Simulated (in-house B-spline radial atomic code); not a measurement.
## RPA and G0W0 on r2SCAN: Rb II (Rb+)

Configuration [Ar] 3d10 4s2 4p6, mean-field start r2SCAN. Computed with an all-electron radial atomic-structure program (B-spline basis): all electrons, non-relativistic, point nucleus, each spin shell either full or empty, empty states to l = 9 with an (l + 1/2)⁻⁴ tail; G0W0 by contour deformation at full frequency.

Without relativity these are model numbers: it shifts the levels of so heavy an element strongly and can reorder them.

Command:
```bash
python run_gw.py task.json out
```
Settings (radii: box in bohr, nucleus in fm):
```
Z                        37
electrons                36
configuration            [Ar] 3d10 4s2 4p6
hamiltonian              nr
method                   r2scan
lmax                     9
spin_polarised           False
box_radius               23.78
intervals                54
```

Run time, properties included: 1 s on 1 thread of AMD EPYC 9R45 96-Core Processor, on a shared host.

Energies (hartree):

```csv
term,value
mean-field total,-2939.97707
Hartree-Fock functional on these orbitals,-2938.20497
direct second order,-2.9777
second-order exchange,0.85226
SOSEX correction,0.78581
```

Task: What is the RPA correlation energy, and what remains with SOSEX?

Result: RPA gives -2.5935 hartree (-1.96 eV per electron); RPA + SOSEX gives -1.8076, and the second-order doubles -2.1254 hartree (no singles). RPA lacks exchange-type terms and so overcorrelates at short range.

Quasi-particle levels (eV):

| level | occupied | mean field | Σx - vxc | Σc | QP weight | G0W0 |
| --- | --- | --- | --- | --- | --- | --- |
| 4p | yes | -22.158 | -5.13 | ? | ? | ? |
| 5s | no | -4.759 | 1.37 | -0.62 | 0.984 | -4.013 |

G0W0 = mean field + (Σx - vxc) + Σc, with Σc (partial-wave tail included) taken at the quasi-particle energy. Only the outer levels were computed. Levels of low weight are left out.

Task: Where does G0W0 put 4p?

Result: At -27.497 eV, with Σc = -0.21 eV and a quasi-particle weight of 0.917. The tabulated removal energy is 27.290 eV (NIST, measured); the calculation leaves out relativity, Breit and QED terms, and what these don't explain is the method's own error.
